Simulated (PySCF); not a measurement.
# Y(SH)3(H2O) at several levels of theory

Computed with PySCF 2.14.0 (density fitting, no spin-orbit coupling) at the geometry relaxed with PBE0:

```xyz
10
Y(SH)3(H2O) (singlet)
Y    -0.1299   -0.3045   -0.0145
S     0.6786    1.7731    1.3433
H     1.9504    1.7492    0.8841
S    -2.1071   -1.6031    0.9664
H    -2.2631   -0.6704    1.9365
S     1.4982   -1.6193   -1.4981
H     0.9016   -2.8050   -1.2361
O    -1.0983    1.4306   -1.2434
H    -0.8044    2.2115   -0.7373
H    -1.9309    1.6287   -1.6870
```

| level | basis | state | HOMO (eV) | gap (eV) | charge on Y1 (e) | dipole about the centre of mass (D) | largest force component (eV/Å) |
| --- | --- | --- | --- | --- | --- | --- | --- |
| PBE0 | Y def2-SVP with ECP28, S def2-SVP, H def2-SVP, O def2-SVP | singlet | -7.05 | 5.76 | 0.67 | 4.70 | 0.04 |
| TPSSh | the same | singlet | -6.44 | 4.89 | 0.70 | 4.70 | 0.26 |
| PBE0 | Y def2-TZVP with ECP28, S def2-TZVP, H def2-TZVP, O def2-TZVP | singlet | -7.15 | 5.72 | 1.06 | 4.63 | 0.27 |

Charges are Mulliken's, which hang on the basis. The relaxation used the grid (50, 194), these runs (75, 302) or, all-electron (x2c bases, spin-free X2C Hamiltonian), (99, 590).

(1) What does PBE with Y def2-SVP with ECP28, S def2-SVP, H def2-SVP, O def2-SVP give here?

No frequency check is given that shows the relaxed geometry to be a minimum.

## Answers

(1) state singlet, HOMO (eV) -5.84, gap (eV) 3.83, charge on Y1 (e) 0.50, dipole about the centre of mass (D) 4.55, largest force component (eV/Å) 0.50. Time: 9.3 s on 2 threads of Arm Neoverse V1 (shared host), from an already converged density.
